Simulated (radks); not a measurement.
Results of a calculation; reference values are marked as such.
Spherical jellium clusters: N electrons in a uniform positive sphere of charge N and radius rs N^(1/3), rs = 5.08 bohr. Level of theory: non-relativistic Kohn-Sham, PBEsol, spin-polarised, spherical densities (a radial shooting solver with Libxc functionals). Levels are named by radial order and angular momentum (1s, 1p, 1d, 2s, ...), and open shells are averaged over m.

N = 6, configuration 1s2 1p(up 3, down 1). This is the lowest configuration that the search found. Occupied levels:

level,occupation,eigenvalue (eV),<r> (bohr)
1s up,1,-3.5014,6.326
1s down,1,-3.2114,6.104
1p up,3,-2.6207,7.517
1p down,1,-2.2666,7.508

Energy (eV): total -10.0638, kinetic 7.0912, external -125.52, Hartree 62.122, exchange-correlation -17.431, background 63.673.

Electron density:

r (bohr),n(r) (e/bohr^3)
0.674,0.001558
1.80,0.001751
2.92,0.002037
4.05,0.002270
5.18,0.002288
6.30,0.001998
7.43,0.001463
8.55,0.0008776
9.68,0.0004288
10.8,0.0001781
11.9,0.00006732
13.1,0.00002471
14.2,8.797e-06
